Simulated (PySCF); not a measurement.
**Telling isomers of C7H13N3 apart by NMR**

A single conformation, non-relativistic, averaged over atoms made equivalent by symmetry, fast rotation or ring inversion, gas phase. Geometry from GFN2-xTB; σ from GIAO-PBE0/pcSseg-1; PySCF.

Shifts are taken against calculated references (same method and geometry level): 1H and 13C against TMS. Where no couplings were computed, multiplicities follow the n + 1 count of equivalent neighbours, and m marks all less simple cases (inequivalent or close neighbours, rings, F or P nearby). Shifts are as computed. Against solution values, carbons near 30 ppm lie about +3 ppm off and those near 130 ppm about +5 ppm. Of 1211 compounds with measured shifts, 218 miss one by over three times the rms of a fit or turn the order of signals round; such compounds aren't used in these exercises. OH and NH positions are gas-phase values without hydrogen bonding to other molecules.

(1) Tabulate the signals of `Cc1[nH]nnc1C(C)(C)C`, `Cn1nncc1C(C)(C)C` and their relative energies.

(2) What is the quickest way to tell Cc1[nH]nnc1C(C)(C)C from Cn1nncc1C(C)(C)C?

Answers

(1) 
```json
{"SMILES": "Cc1[nH]nnc1C(C)(C)C", "carbon types": "3×C 4×CH3", "δC": "154.0, 133.7, 33.1, 31.2, 12.2", "δH": "10.66 (br s, 1H), 2.60 (s, 3H), 1.46 (s, 9H)", "E rel. (kcal/mol)": "0.0"}
{"SMILES": "Cn1nncc1C(C)(C)C", "carbon types": "2×C 1×CH 4×CH3", "δC": "151.2, 135.5, 37.9, 31.8, 30.9", "δH": "7.50 (s, 1H), 4.27 (s, 3H), 1.44 (s, 9H)", "E rel. (kcal/mol)": "5.4"}
```

Energies are electronic energies at PBE0/pcSseg-1 on these geometries, without zero-point or thermal terms, each for the one conformer computed, which needn't be the lowest.

(2) Both give the same number of carbon signals, but DEPT or the intensities differ. The first has a methyl carbon on an aromatic ring (CH3) at 12.2 ppm, the second an aromatic CH next to a ring nitrogen at 135.5 ppm. Their most deshielded carbons lie at 154.0 and 151.2 ppm. In the proton spectra the most deshielded non-exchanging signals are 2.60 (s, 3H) and 7.50 (s, 1H).
